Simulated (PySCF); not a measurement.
CHOS (SMILES O=C=[SH+]), charge +1, singlet, geometry from GFN2-xTB. Base run: M062X/def2-SVP (PySCF).

PySCF was given this input:
```python
from pyscf import gto, scf, dft, solvent

mol = gto.M(
    atom='''
O    -0.34180530    0.10102109   -1.68704513
C    -0.13121664    0.04098022   -0.58326032
S     0.27585043   -0.09473859    0.97470948
H    -0.89186473    0.46176743    1.40057134
''',
    basis='def2-svp',
    charge=1,
    verbose=4,
)

mf = dft.RKS(mol)
mf.xc = 'm062x'
mf.kernel()
mf.analyze()
```

The base run was repeated with changes; each row names its change, and settings that it needs were set with it.

| change | ΔE vs base (kJ/mol) | HOMO-LUMO gap (eV) |
|---|---|---|
| base | 0.00 | 9.33 |
| model = SS(V)PE; solvent = n-hexane | ? | 9.33 |
| model = IEF-PCM; solvent = methanol | ? | 9.34 |
| model = C-PCM; solvent = n-hexane | -137.8 | 9.34 |
| model = IEF-PCM; solvent = n-hexane; vdw_scale = 1.1 | -149.0 | 9.33 |
| model = COSMO; solvent = n-hexane | -108.7 | 9.34 |
| model = ddCOSMO; solvent = n-hexane | -130.9 | 9.33 |
| model = IEF-PCM; solvent = n-hexane; vdw_scale = 1.4 | -117.3 | 9.33 |
| model = IEF-PCM; solvent = n-hexane; r_probe = 0.5 | -109.5 | 9.33 |
| model = IEF-PCM; solvent = toluene | -168.5 | 9.33 |
| model = IEF-PCM; solvent = dichloromethane | -261.4 | 9.34 |
| model = IEF-PCM; solvent = n-hexane; vdw_scale = 1.0 | ? | 9.33 |

### Question
What belongs in the gaps?

### Answer

- model = SS(V)PE; solvent = n-hexane, ΔE vs base (kJ/mol): -134.0
- model = IEF-PCM; solvent = methanol, ΔE vs base (kJ/mol): -286.4
- model = IEF-PCM; solvent = n-hexane; vdw_scale = 1.0, ΔE vs base (kJ/mol): -166.5

The base is the gas phase, so ΔE is the electrostatic part of solvation at a fixed geometry, without cavity and dispersion terms.
